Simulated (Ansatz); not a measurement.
Cost and result for the atomization energy of `[CH3][In]([OH])[GaH2]` (10 atoms, 9 bonds).

```json
{"atom": "C1", "x (Å)": "-1.091", "y (Å)": "1.279", "z (Å)": "1.247"}
{"atom": "In2", "x (Å)": "-0.126", "y (Å)": "0.047", "z (Å)": "-0.223"}
{"atom": "O3", "x (Å)": "-1.084", "y (Å)": "0.379", "z (Å)": "-1.956"}
{"atom": "Ga4", "x (Å)": "1.861", "y (Å)": "-1.663", "z (Å)": "-0.275"}
{"atom": "H5", "x (Å)": "-1.864", "y (Å)": "1.866", "z (Å)": "0.749"}
{"atom": "H6", "x (Å)": "-0.375", "y (Å)": "1.950", "z (Å)": "1.723"}
{"atom": "H7", "x (Å)": "-1.549", "y (Å)": "0.662", "z (Å)": "2.023"}
{"atom": "H8", "x (Å)": "-0.748", "y (Å)": "-0.116", "z (Å)": "-2.706"}
{"atom": "H9", "x (Å)": "3.340", "y (Å)": "-1.203", "z (Å)": "-0.575"}
{"atom": "H10", "x (Å)": "1.636", "y (Å)": "-3.201", "z (Å)": "-0.007"}
```

The species carries charge 0 and has multiplicity 1. Correlated methods include outer-core shells of Ga, In, which these sets cover unevenly. Scalar relativity is left out up to krypton. In: def2 effective core potential. The structure was optimised at the PBE0-D4/def2-TZVP level. It is one conformer, not always the lowest. Program: Ansatz. Hardware: A = 2 threads of an AMD EPYC 7R13 on a shared host; B = 2 threads of an AMD EPYC 7R13 on a shared host and a share of an NVIDIA H100 80 GB. Times are those of one run each, without the atoms' runs, and a repeat can differ threefold. Electronic energies, without spin–orbit coupling; frozen cores. CCSD(T)/CBS adds CCSD(T) − MP2 in def2-TZVPP to the MP2 limit, and its time is that of the two runs behind it. T1 = 0.015. With those shells the extrapolation isn't a true limit. B3LYP takes the VWN-RPA correlation (the form of Gaussian; ORCA's B3LYP/G). HSE06 is the plane-wave form, built on full-range PBE exchange.

CCSD(T)/CBS is a level of theory with its own doubt, some kJ/mol a heavy atom from the limit and from the frozen cores, so smaller differences don't rank the functionals.

| level | functions | wall time | atomization (kJ/mol) | difference from CCSD(T)/CBS | per bond |
| --- | --- | --- | --- | --- | --- |
| LDA (SPW92)/def2-TZVPP [A] | 244 | 2 s | 3357.2 | 387.8 | 43.1 |
| CCSD(T)/def2-SVP [B] | 116 | 2.1 s | 2763.4 | -206.0 | -22.9 |
| revPBE-D4/def2-TZVPP [A] | 244 | 3 s | 2879.7 | -89.7 | -10.0 |
| CCSD(T)/def2-TZVPP [B] | 244 | 3.7 s | 2897.6 | -71.8 | -8.0 |
| MP2/def2-QZVPP [B] | 465 | 3.8 s | 2960.7 | -8.7 | -1.0 |
| PBE-D4/def2-TZVPP (with forces) [A] | 244 | 3.8 s | 2958.4 | -11.0 | -1.2 |
| PBE0-D4/def2-TZVPP [A] | 244 | 5 s | 2914.3 | -55.1 | -6.1 |
| BHLYP-D4/def2-TZVPP [A] | 244 | 5.5 s | 2841.2 | -128.2 | -14.3 |
| HSE06-D4/def2-TZVPP [A] | 244 | 6 s | 2915.7 | -53.7 | -6.0 |
| CCSD(T)/CBS(def2) | – | 7.4 s | 2969.4 | 0.0 | 0.0 |
| r2SCANh-D4/def2-TZVPP [A] | 244 | 7.5 s | 2932.4 | -37.0 | -4.1 |
| B3LYP-D4/def2-TZVPP (with forces) [A] | 244 | 8 s | 2912.7 | -56.7 | -6.3 |
| PBE-QIDH/def2-TZVPP [A] | 244 | 9.5 s | 2917.5 | -51.9 | -5.8 |

The D4 term adds +28.3 kJ/mol with B3LYP and +15.0 kJ/mol with PBE0; it sums over pairs of atoms, weighted by their polarisabilities, and B3LYP, whose exchange is more repulsive, gets the larger term. From r2SCAN to r2SCAN0 (25 % exact exchange), in def2-TZVPP and without D4, the atomization energy moves by −49.0 kJ/mol: exact exchange takes away binding that semilocal exchange gives to molecules. At CCSD(T), def2-SVP lies −206.0 kJ/mol from the extrapolated value and def2-TZVPP −71.8 kJ/mol: correlation converges slowly with the basis, and small sets miss more of it in the bonded molecule than in its fragments.

Spin–orbit coupling would lower the free In atoms strongly, and the atomization energy with them, by more than many differences here.
